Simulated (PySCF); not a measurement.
## Electron correlation in Dy²⁹⁺ (dysprosium, charge +29)

Starting occupation: [Kr] 4d1, 4d3/2 with m_j = +3/2. Computed with PySCF 2.14 in an uncontracted even-tempered set (17 s from 2.6 bohr⁻², ratio 2.8; 14 p from 3.4 bohr⁻², ratio 2.8; 9 d from 3.4 bohr⁻², ratio 2.8; 3 f from 12 bohr⁻², ratio 3), with X2C-1e with screened-nucleus spin-orbit coupling, Gaussian nucleus. Frozen: [Ar] 3d10; 9 electrons correlated; the 98 highest virtual spinors left out.

MP2 pair energies summed by pair of shells (mhartree):

```json
{"pair": "4p3/2-4p3/2", "energy": "-100.73", "share (%)": "34.8"}
{"pair": "4p1/2-4p3/2", "energy": "-72.07", "share (%)": "24.9"}
{"pair": "4d3/2-4p3/2", "energy": "-32.07", "share (%)": "11.1"}
{"pair": "4p3/2-4s1/2", "energy": "-24.90", "share (%)": "8.6"}
{"pair": "4p1/2-4p1/2", "energy": "-16.23", "share (%)": "5.6"}
{"pair": "4d3/2-4p1/2", "energy": "-15.82", "share (%)": "5.5"}
{"pair": "4p1/2-4s1/2", "energy": "-12.56", "share (%)": "4.3"}
{"pair": "4s1/2-4s1/2", "energy": "-9.22", "share (%)": "3.2"}
{"pair": "4d3/2-4s1/2", "energy": "-5.46", "share (%)": "1.9"}
```

Total MP2 correlation energy: -289.07 mhartree.

At this charge the one-electron X2C treatment keeps the bare 1/r₁₂, with no two-electron picture change or Breit term. The effect here is smaller than on the frozen 1s shell.
